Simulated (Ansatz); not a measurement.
Calculated with Ansatz (gas phase, PBE0-D4/def2-TZVP geometries, no zero-point term in ΔE). CBS: MP2 limit from def2 TZ/QZ plus the TZ coupled-cluster correction, frozen cores. Functionals use def2-TZVPP. B3LYP here is the variant with VWN-RPA as its local correlation; programs differ in this. HSE06 is defined as in plane-wave codes. Elements past krypton have def2 core potentials. For In outer-core shells are correlated without core-valence functions, which leaves a few kJ/mol of doubt a bond. Each species was taken in one conformer, which may not be the lowest.

`[CH3][In]([CH3])[F]` + `N#C[SiH2]N[SiH3]` → `[CH3][In]([F])[C]#N` + `C[SiH2]N[SiH3]`  (redistribution)

`[CH3][In]([CH3])[F]`:

Cartesian coordinates in Å:
```
C -1.564 -0.138 1.314
In 0.190 -0.305 0.116
C 1.289 0.580 -1.481
F 1.185 -1.907 0.721
H -2.166 0.730 1.047
H -2.157 -1.045 1.190
H -1.264 -0.067 2.360
H 0.805 1.474 -1.871
H 2.286 0.835 -1.117
H 1.395 -0.156 -2.279
```

`N#C[SiH2]N[SiH3]`:

Cartesian coordinates in Å:
```
N 1.515 2.458 -1.828
C 0.680 1.963 -1.208
Si -0.646 1.148 -0.185
N -0.015 -0.091 0.806
Si 0.190 -1.769 0.410
H -1.228 2.238 0.628
H -1.608 0.582 -1.153
H 0.409 0.216 1.671
H 1.620 -2.128 0.225
H -0.549 -1.992 -0.856
H -0.367 -2.625 1.489
```

`[CH3][In]([F])[C]#N`:

Cartesian coordinates in Å:
```
C 0.896 0.438 1.145
In -0.578 -0.313 -0.173
F -2.126 -1.218 0.588
C -0.782 -0.313 -2.274
N -0.828 -0.277 -3.426
H 1.699 0.917 0.589
H 1.291 -0.390 1.734
H 0.428 1.157 1.818
```

`C[SiH2]N[SiH3]`:

Z-matrix (Å, degrees):
```
C
Si 1 1.865
H 1 1.094 2 110.6
H 1 1.093 2 110.9 3 120.2
H 1 1.093 2 111.0 3 -119.6
N 2 1.730 1 112.8 3 179.6
H 2 1.491 1 108.4 3 57.3
H 2 1.487 1 110.4 3 -61.8
Si 6 1.724 2 128.4 1 114.8
H 6 1.011 2 115.9 1 -70.0
H 9 1.489 6 109.9 2 -142.1
H 9 1.491 6 113.5 2 97.9
H 9 1.485 6 108.1 2 -22.2
```

| level | ΔE (kJ/mol) | difference from CCSD(T)/CBS |
| --- | --- | --- |
| LDA (SPW92) | 2.4 | 6.0 |
| r2SCAN-D4 | -3.2 | 0.4 |
| B3LYP-D4 | -1.6 | 2.0 |
| BLYP | 2.9 | 6.5 |
| r2SCAN | -3.0 | 0.6 |
| r2SCAN0 | -5.9 | -2.3 |
| HSE06 | -4.3 | -0.7 |
| MP2/def2-SVP | -11.1 | -7.5 |
| CCSD/def2-TZVPP | -7.5 | -3.9 |
| MP2/CBS(def2) | 0.7 | 4.3 |
| CCSD(T)/CBS | -3.6 | 0 |

Largest T1 diagnostic among the species: 0.015.

From PBE to PBE0 (25 % exact exchange), in def2-TZVPP and without D4, ΔE moves by −4.5 kJ/mol. Leaving LDA and LC-ωPBE aside and taking each functional with its dispersion term where it has one, the values, not all of them listed here, spread over 11.6 kJ/mol, from B97M-V to BLYP-D4. At CCSD(T), def2-SVP lies −8.1 kJ/mol from the extrapolated value and def2-TZVPP −3.2 kJ/mol.
